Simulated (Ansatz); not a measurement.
(KH)n: PBE-D4/def2-SVP single points in Ansatz on relaxed structures, gas phase. Each cluster is the lowest isomer that a short search found in that spin, judged at the geometry's level, and lower ones may exist. Binding counts from free atoms in the multiplicity of their measured ground term, without zero-point energy. The structures are stationary points that may keep the symmetry of their start.

| species | atoms | state | geometry | HOMO (eV) | LUMO (eV) | gap (eV) | binding per atom (eV) | point group (within 0.1 Å) |
| --- | --- | --- | --- | --- | --- | --- | --- | --- |
| (KH)2 ring (K2H2) | 4 | singlet | PBE0-D4/def2-TZVP | -3.25 | -1.06 | 2.20 | 1.23 | D2h |
| (KH)3 ring (K3H3) | 6 | singlet | r2SCAN-D4/def2-TZVP | -3.56 | -0.70 | 2.86 | 1.35 | D3h |
| (KH)4 cube (K4H4) | 8 | singlet | PBE0-D4/def2-SVP | -3.53 | -0.60 | 2.94 | 1.46 | Td |
| K5H5 | 10 | singlet | PBE-D4/def2-SVP | -3.36 | -0.93 | 2.43 | 1.46 | Cs |

**Question.** Estimate the rows for (KH)4 ring (K4H4) (singlet, PBE-D4/def2-SVP geometry).

**Answer.** 
```csv
species,atoms,state,geometry,HOMO (eV),LUMO (eV),gap (eV),binding per atom (eV),point group (within 0.1 Å)
(KH)4 ring (K4H4),8,singlet,PBE-D4/def2-SVP,-3.46,-0.63,2.83,1.38,D4h
```

The gap (eV) runs from 2.20 ((KH)2 ring) to 2.94 ((KH)4 cube). The binding per atom (eV) runs from 1.23 ((KH)2 ring) to 1.46 ((KH)4 cube).
